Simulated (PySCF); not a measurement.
Compound: C₄H₅F₃O₂.
Z-matrix (Å and degrees, GFN2-xTB geometry), rows numbered from 1:
```
C 
O   1  1.4214
C   2  1.3440  1  117.58
C   3  1.3326  2  118.48  1  -173.72
F   4  1.3528  3  123.59  2  -177.86
O   3  1.3778  2  113.40  1     6.78
C   6  1.3607  3  120.68  2  -174.89
F   7  1.3401  6  106.15  3  -173.23
F   7  1.3484  6  111.20  3    71.37
H   1  1.0874  2  105.05  3   178.30
H   1  1.0917  2  111.25  3   -62.62
H   1  1.0916  2  111.15  3    59.33
H   4  1.0743  3  122.60  2     1.52
H   7  1.1016  6  115.47  3   -52.85
```

The calculation used TDDFT B3LYP/def2-SVPD, vertical, gas phase, core orbitals frozen in the response (PySCF).

| state | E (eV) | λ (nm) | f | main configurations (H = HOMO, L = LUMO) |
| --- | --- | --- | --- | --- |
| S1 | 5.57 | 222.8 | 0.015 | H→L (92%) |
| S2 | 6.19 | 200.4 | 0.0099 | H→L+2 (55%), H→L+1 (27%), H→L+4 (11%) |
| S3 | 6.63 | 186.9 | 0.0047 | H→L+3 (69%), H→L+4 (18%) |
| S4 | 6.68 | 185.6 | 0.077 | H→L+4 (47%), H→L+1 (24%), H→L+3 (20%) |
| S5 | 6.77 | 183.1 | 0.182 | H→L+1 (36%), H→L+2 (29%), H→L+4 (18%) |
| S6 | 7.28 | 170.4 | 0.031 | H→L+5 (93%) |
| S7 | 7.53 | 164.5 | 0.0061 | H→L+7 (91%) |
| S8 | 7.56 | 164.1 | 0.022 | H→L+6 (93%) |

Triplets, Tamm–Dancoff:

| state | E (eV) | λ (nm) | main configurations (H = HOMO, L = LUMO) |
| --- | --- | --- | --- |
| T1 | 4.27 | 290.5 | H→L+1 (80%), H→L (8%) |
| T2 | 5.32 | 233.0 | H→L (74%), H→L+2 (12%) |
| T3 | 6.02 | 205.9 | H→L+2 (44%), H→L+4 (21%), H→L (12%) |

The lowest singlet lies at 5.57 eV (223 nm, ultraviolet) and is weak; its leading configuration is HOMO→LUMO (92%). The most intense listed level is S5 at 6.77 eV (183 nm, f = 0.182), 1.21 eV above S1. Löwdin shares by element: HOMO carbon 52% or more, oxygen 19% or more, fluorine 13% or more (atoms not listed hold the other 16%); LUMO carbon 54% (atoms not listed hold the other 46%). Weighted by f, the mean energy of these states is 6.79 eV. The listed states span 1.99 eV, and the widest gap between neighbours is 0.62 eV (S1 to S2). Orbital energies (eV): HOMO-3 -10.38, HOMO-2 -10.27, HOMO-1 -9.60, HOMO -6.45, LUMO 0.11, LUMO+1 0.38, LUMO+2 0.77. No computed singlet lies in the visible range (380 to 750 nm); the lowest, at 223 nm, stands 2.30 eV above its violet end (3.26 eV). Singlets were solved by full linear response, triplets in the Tamm–Dancoff approximation.

Hardware: an Arm Neoverse V1 with one thread (shared host). Cost: 48 s wall, 0.89 GiB resident at most.

One conformer stands for the species.
